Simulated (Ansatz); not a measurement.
Computed with Ansatz on PBE0-D4/def2-TZVP structures; ΔE is electronic, products minus reactants. CBS: MP2 limit from def2 TZ/QZ plus the TZ coupled-cluster correction, frozen cores. Double bonds are as drawn, so ΔE can hold a change between cis and trans. Functionals use def2-TZVPP. For Ge outer-core shells are correlated without core-valence functions, which leaves a few kJ/mol of doubt a bond. Scalar relativity is left out up to krypton. One conformer a species, not always the lowest.

Reaction (redistribution): `C#[C][GeH2][OH]` + `F/C=[CH]/[GeH3]` → `C#[C][GeH3]` + `O/C(F)=[CH]\[GeH3]`

```csv
level,ΔE (kcal/mol)
PBE0-D4,10.9
ωB97X-V,12.4
PBE,10.9
PBE0,11.0
HF/def2-TZVPP,15.1
HF/def2-QZVPP,15.4
HF/CBS(def2),15.4
MP2/CBS(def2),16.1
```

(1) What does CCSD(T)/CBS give? (Best estimate.)

Largest T1 diagnostic among the species: 0.012.

## Answers

(1) Ansatz gave: +15.3 kcal/mol. The listed levels differ from it by -4.4, -2.9, -4.4, -4.3, -0.2, 0.1, 0.1, 0.8 kcal/mol.
